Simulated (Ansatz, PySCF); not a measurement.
This Ansatz (an electronic-structure program) input computes a CAM-B3LYP/def2-TZVPD energy:

Ansatz 0.2 input:
```yaml
crystal:
  periodic: [false, false, false]
  atoms:
    - {symbol: Si, position_ang: [0.01238304, -0.00415572, 0.56251173]}
    - {symbol: F, position_ang: [-1.15955259, -0.87669892, -0.27278069]}
    - {symbol: F, position_ang: [-0.19063867, 1.44031404, -0.27699259]}
    - {symbol: F, position_ang: [1.33092876, -0.55715066, -0.32524496]}
basis:
  gaussian:
    orbitals: def2-TZVPD
hamiltonian:
  xc: {name: CAM-B3LYP}
total_charge: -1
output: {forces: true}
```

Task: Write an input for the same energy in PySCF and say what it gives.

Result: 
```python
from pyscf import gto, scf, dft

mol = gto.M(
    atom='''
    Si    0.01238304   -0.00415572    0.56251173
    F    -1.15955259   -0.87669892   -0.27278069
    F    -0.19063867    1.44031404   -0.27699259
    F     1.33092876   -0.55715066   -0.32524496
    ''',
    basis='def2-tzvpd',
    charge=-1,
    spin=0,
    verbose=4,
)

mf = dft.RKS(mol, xc='camb3lyp').density_fit(auxbasis='def2-universal-jkfit')
mf.grids.level = 3
mf.conv_tol = 1e-9
mf.max_cycle = 100
mf.max_memory = 1500
mf.kernel()
if not mf.converged:
    mf = mf.newton()
    mf.kernel(mf.make_rdm1())
mf.analyze()
```
It gives -589.35302 Eh, and Ansatz -589.35297 Eh, a difference of 0.05 mEh, from the treatment of integrals and grids.
